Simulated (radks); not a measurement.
All-electron atom: Bi+ in [Hg] 6p2 (the NIST ground configuration).

Method: scalar-relativistic Kohn-Sham, PBE, spin-unpolarised, spherical densities, point nucleus; computed with a radial shooting solver on a logarithmic mesh with Libxc functionals.

Energy parts (hartree):
part                       energy
total                 -21530.4806
kinetic                24432.0507
electron-nucleus      -53805.9767
Hartree                 8237.7662
exchange-correlation    -394.3208

Orbitals (lengths in bohr, moments of r in powers of bohr):
orbital  occ.  eigenvalue (hartree)      <r>
1s          2             -3333.056  0.01578
2s          2             -599.0946  0.06646
2p          6             -512.3817  0.06055
3s          2             -144.8422   0.1716
3p          6             -120.0761   0.1737
3d         10             -95.24180   0.1575
4s          2             -33.47733   0.3770
4p          6             -25.36516   0.4026
4d         10             -16.10420   0.4225
4f         14              -5.90741   0.4410
5s          2              -6.09792   0.8308
5p          6              -3.82195   0.9481
5d         10              -1.29325    1.231
6s          2              -0.81253    2.122
6p          2              -0.42039    2.801

The highest occupied level is 6p at -11.439 eV. For comparison, the ionisation energy in NIST's Atomic Spectra Database is 16.703 eV (measured). In exact Kohn-Sham theory the highest level is minus the ionisation energy, but local and semilocal functionals leave it too shallow, through self-interaction and a potential that decays too fast; potentials with the right tail come closer.

Beside tabulated values, note that spin-unpolarised runs miss the spin-polarisation part of the exchange energy of open shells, and scalar-relativistic runs lack spin-orbit coupling.
